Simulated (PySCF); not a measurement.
Nitrogen: a sound run and one with changed settings

Sound run: N²⁺ [He] 2s2 2p1, N³⁺ [He] 2s2. Calculation: PySCF 2.14, in cc-pVDZ (3s2p1d, 14 functions); the non-relativistic Hamiltonian (point nucleus). In the sound run the correlated levels freeze 1s2. The sound run starts from symmetry-adapted Hartree-Fock orbitals and uses a fine grid where one is needed.

A second run was set up differently.

```tsv
species	method	sound run (hartree)	changed run (hartree)	converged
N²⁺	MP2	-52.85142	-52.85292	yes
N²⁺	CCSD(T)	-52.88050	-52.88171	yes
N³⁺	MP2	-51.11349	-51.11508	yes
N³⁺	CCSD(T)	-51.15211	-51.15322	yes
```

Ionisation energy of N²⁺:

```
 method  sound run (eV)  changed run (eV)
    UHF          47.303            47.303
    MP2          47.291            47.289
SCS-MP2          47.234            47.229
   CCSD          47.017            47.020
CCSD(T)          47.032            47.035
```

Problem. What was changed?
A. basis contracted for another Hamiltonian
B. too few SCF iterations
C. all electrons correlated in a valence basis
D. a valence shell is frozen

Solution. C. A valence basis has no tight correlating functions, so it recovers only part of the core correlation, and not evenly between atom and ion.
